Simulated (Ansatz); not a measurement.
```xyz
6

C     0.0000    0.0000   -0.1059
H     0.0000    1.0040    0.3178
H     0.0000   -1.0040    0.3178
C    10.0000    0.0000   -0.1059
H    10.0000    1.0040    0.3178
H    10.0000   -1.0040    0.3178
```

Basis set: pcseg-2 (spherical functions). Charge 0, multiplicity 1.

Computed with Ansatz (development build ahead of 0.2.0); each method stands on the lowest determinant of its kind that the runs found.

Give the atomization energy at this shape (free ground-state atoms in the same class of orbitals less the molecule, no zero-point energy) of singlet C₂H₄ in separate pieces by ωB97X (unrestricted), r²SCAN (unrestricted), PBE0 (unrestricted).

| method | atomization energy |
| --- | --- |
| ωB97X (unrestricted) | 16.50 eV |
| r²SCAN (unrestricted) | 17.08 eV |
| PBE0 (unrestricted) | 16.80 eV |

Caution: the unrestricted determinant is a mixture of spin states.

The shape needn't be a minimum at these levels.
